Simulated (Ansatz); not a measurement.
`CSC(C)C` + `FC(F)(F)[TeH]` → `C[Te]C(F)(F)F` + `CCSC`  (substitution at a C–C bond)

Program: Ansatz. Geometries: PBE0-D4/def2-TZVP. ΔE: electronic, gas phase. CCSD(T)/CBS is the MP2 limit (def2-TZVPP, def2-QZVPP) plus CCSD(T) − MP2 in def2-TZVPP, frozen cores. Functionals use def2-TZVPP. Elements past krypton have def2 core potentials. For Te outer-core shells are correlated without core-valence functions, which leaves a few kJ/mol of doubt a bond. Each species was taken in one conformer, which may not be the lowest.

| level | ΔE (eV) |
| --- | --- |
| r2SCANh-D4 | -0.11 |
| r2SCAN0-D4 | -0.10 |
| B2PLYP | -0.15 |
| r2SCAN | -0.13 |
| MP2/def2-SVP | 0.09 |
| CCSD(T)/def2-SVP | 0.10 |
| MP2/def2-TZVPP | -0.12 |
| MP2/def2-QZVPP | -0.15 |

(1) What does CCSD(T)/CBS give? (Best estimate.)

Largest T1 diagnostic among the species: 0.012.

Answers

(1) The calculation gave: -0.15 eV. The listed levels differ from it by 0.04, 0.05, 0.00, 0.02, 0.24, 0.25, 0.03, 0.00 eV.

The D4 term adds +0.04 eV with B3LYP and +0.02 eV with PBE0; it sums over pairs of atoms, weighted by their polarisabilities, and B3LYP, whose exchange is more repulsive, gets the larger term. From BLYP to BHLYP (50 % exact exchange), in def2-TZVPP and without D4, ΔE moves by +0.07 eV. Leaving LDA and LC-ωPBE aside and taking each functional with its dispersion term where it has one, the values, not all of them listed here, spread over 0.08 eV, from B2PLYP to B97M-V. LDA lies +0.15 eV from PBE without D4.

B3LYP here is the variant with VWN-RPA as its local correlation; programs differ in this.
